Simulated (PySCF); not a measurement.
# Checking a proposed structure

A compound C8H13OP gives the data below (simulated from a calculation) and was assigned the structure `C#C[P@](=O)(C(=C)C)C(C)C`.

¹³C{¹H} NMR (computed): δ 154.8 (CH, 2C), 137.0 (CH, 2C), 36.6 (CH), 30.0 (CH2), 22.7 (CH3), 8.0 (CH3).

¹H NMR (300 MHz, computed): δ 6.64 (m, 2H), 6.57 (m, 2H), 2.49 (m, 1H), 1.43 (m, 2H), 1.38 (m, 3H), 1.34 (d, 3H).

Computed data (PySCF 2.14.0 with density-fitted response routines): structure optimised with GFN2-xTB, shieldings: GIAO PBE0/pcSseg-1. Relativity neglected, no solvent, equivalent nuclei averaged, single conformer.

References, each an isolated molecule treated in the same way: ¹H, ¹³C against TMS.

Task: Compare with the shifts computed for the proposed structure, pairing carbons in order of shift.

Result: Structure with atom numbers: `[CH:1]#[C:2][P@:3](=[O:4])([C:5](=[CH2:6])[CH3:7])[CH:8]([CH3:9])[CH3:10]` (H(Xn): hydrogen on atom n).

```
atom  computed for proposal  given list  difference
  C5                  147.6       154.8        -7.2
  C6                  138.2       154.8       -16.6
  C1                   96.5       137.0       -40.5
  C2                   85.9       137.0       -51.1
  C8                   34.2        36.6        -2.4
  C7                   20.0        30.0       -10.0
 C10                   16.5        22.7        -6.2
  C9                   14.9         8.0        +6.9
```

The rms difference is 24.4 ppm and the largest -51.1 ppm at C2 (alkyne carbon). The proposal also would give 8 carbon signals, not 6. The carbon types in order of shift don't match either: C, CH2, CH, C, CH, CH3, CH3, CH3 for the proposal against CH, CH, CH, CH, CH, CH2, CH3, CH3 in the data. The proposal doesn't fit.

Task: Which isomer fits?

Result: SMILES CC[P@]1(=O)C=C[C@@H](C)C=C1.

- δC 154.8, 137.0: alkene CH; as expected for a trigonal carbon in a double bond.
- δC 36.6: allylic sp3 CH; aliphatic region, no heteroatom directly attached.
- δC 22.7, 8.0: methyl carbon; saturated and bonded to C and H only.
- δH 2.49: hydrogen on an allylic sp3 CH; allylic position.

Other isomers checked: C#C[P@@](=O)(C=C)C(C)(C)C (rms 24.8 ppm).

The shifts were computed for this structure.

Splittings by ³¹P in the carbon and heteronuclear signals aren't shown, as no couplings were computed. Shifts are as computed. Against solution values, carbons near 30 ppm lie about +3 ppm off and those near 130 ppm about +5 ppm. Of 1211 compounds with measured shifts, 218 miss one by over three times the rms of a fit or turn the order of signals round; such compounds aren't used in these exercises. No couplings were computed; multiplicities are counted from neighbouring protons, with m where these are inequivalent, close in shift, in a saturated or five-membered ring or joined by F or P, and br s for small geminal =CH2 splittings.
